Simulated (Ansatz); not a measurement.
A structure relaxed at PBE0-D4/def2-TZVP, charge 0, multiplicity 1:

Cartesian coordinates in Å:
```
C -1.045 0.569 -0.460
C 0.423 0.192 -0.298
B 0.726 -0.838 0.827
F -0.220 -1.355 1.583
Br 2.525 -1.431 1.191
H -1.445 1.013 0.454
H -1.658 -0.304 -0.690
H -1.180 1.292 -1.267
H 1.041 1.078 -0.107
H 0.832 -0.215 -1.232
```

Problem. Give its formula and SMILES.

Solution. C2H5BBrF, `CCB(F)Br`.

Problem. Point group (tolerance 0.08 Å, 0.16 Å for H)?

Solution. Cs.

Problem. Summarise the bond lengths by kind.

Solution. 1 × C–C 1.524 Å; 5 × C–H 1.092 to 1.098 Å; 1 × B–C 1.556 Å; 1 × B–F 1.317 Å; 1 × B–Br 1.928 Å.

All numbers were calculated with Ansatz.
